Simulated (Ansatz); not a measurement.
Tuning the range parameter of LC-ωPBE so that −HOMO meets the ionisation energy; basis def2-SVP, Ansatz. System: `CCC(CC(CC(CC(C)OC)OC)OC)OC`. Charge 0, multiplicity 1. Geometry: PBE-D4/def2-SVP. The ionised state is a doublet.

Geometry of the singlet:

```xyz
48

C     4.329    1.489    1.174
C     3.872    0.879   -0.150
C     2.349    0.740   -0.279
C     1.943    0.120   -1.621
C     0.430    0.020   -1.861
C    -0.285   -0.958   -0.919
C    -1.709   -0.533   -0.568
C    -2.420   -1.517    0.376
C    -1.713   -1.754    1.713
C    -2.559   -2.612    2.657
O    -1.421   -0.468    2.267
C    -0.495   -0.479    3.327
O    -2.432   -0.381   -1.789
C    -3.564    0.449   -1.700
O     0.198   -0.408   -3.204
C    -0.143    0.628   -4.088
O     1.733    2.030   -0.158
C     0.932    2.208    0.989
H     5.433    1.581    1.219
H     3.901    2.503    1.303
H     4.009    0.873    2.041
H     4.229    1.505   -0.997
H     4.326   -0.126   -0.292
H     1.988    0.087    0.552
H     2.375    0.739   -2.436
H     2.394   -0.891   -1.715
H     0.003    1.038   -1.711
H    -0.294   -1.955   -1.409
H     0.283   -1.062    0.027
H    -1.657    0.458   -0.053
H    -3.443   -1.140    0.588
H    -2.537   -2.489   -0.147
H    -0.745   -2.285    1.525
H    -3.513   -2.097    2.892
H    -2.034   -2.824    3.609
H    -2.796   -3.586    2.185
H    -0.275    0.575    3.588
H    -0.881   -0.988    4.242
H     0.464   -0.977    3.039
H    -3.980    0.553   -2.721
H    -4.367    0.034   -1.043
H    -3.308    1.467   -1.315
H    -0.276    0.178   -5.093
H     0.647    1.417   -4.166
H    -1.101    1.124   -3.797
H     0.102    1.465    1.056
H     0.487    3.221    0.925
H     1.520    2.150    1.937
```

Single mean-field runs in def2-SVP are fitted with def2-universal-jkfit.

```
ω (1/bohr)  HOMO (eV)  LUMO (eV)  vertical IE (eV)  HOMO + IE (eV)
       0.1      -6.51       1.76              7.48            0.97
      0.15      -7.15       2.28              7.75            0.61
       0.2      -7.70       2.67              8.05            0.34
       0.3      -8.61       3.17              8.57           -0.04
```

Q: Where does the tuning condition hold?

A: Near ω = 0.29 bohr⁻¹, by linear interpolation.
